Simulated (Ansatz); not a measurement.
Molecule: tribromo(fluoro)germane, sum formula GeBr3F (charge 0, singlet). 
Geometry from a B3LYP-D3(BJ)/def2-TZVP (Ansatz, an electronic-structure program) optimisation:
```
Ge
F 1 1.7292
Br 1 2.2874 2 107.08
Br 1 2.2874 2 107.08 3 -120.00
Br 1 2.2874 2 107.08 3 120.00
```
Charge 0, spin multiplicity 1.

Computed values are from Ansatz. Correlated levels leave the core frozen unless marked. UHF or UKS for open shells. Spin-orbit coupling is left out. Frozen are the shells of the preceding noble gas and the d and f shells that filled before the atom's block. Non-relativistic. CBS(X,Y): correlation extrapolated as X^-3; Hartree-Fock from the larger set (for Q and 5 zeta extrapolated as (X+1)exp(-9√X)). [CCSD(T)-MP2]/basis is that difference in the basis named.

Problem. What is the vertical ionisation energy (to the doublet) at RI-MP2/CBS(aug-cc-pVTZ,aug-cc-pVQZ)+[CCSD(T)-MP2]/aug-cc-pVTZ?

Solution. 11.49 eV.

Problem. What is the atomisation energy De at CCSD(T)/CBS(cc-pVQZ,cc-pV5Z)?

Solution. 1409.8 kJ/mol.

Problem. What is the vertical electron affinity (to the doublet; negative means unbound) at RI-MP2/CBS(aug-cc-pVTZ,aug-cc-pVQZ)+[CCSD(T)-MP2]/aug-cc-pVTZ?

Solution. 0.89 eV.

Problem. What is the total energy at CCSD(T)/CBS(cc-pVQZ,cc-pV5Z)?

Solution. -9893.5425 Eh.

Problem. What is the vertical triplet-singlet gap at RI-MP2/CBS(aug-cc-pVTZ,aug-cc-pVQZ)+[CCSD(T)-MP2]/aug-cc-pVTZ?

Solution. 5.44 eV.
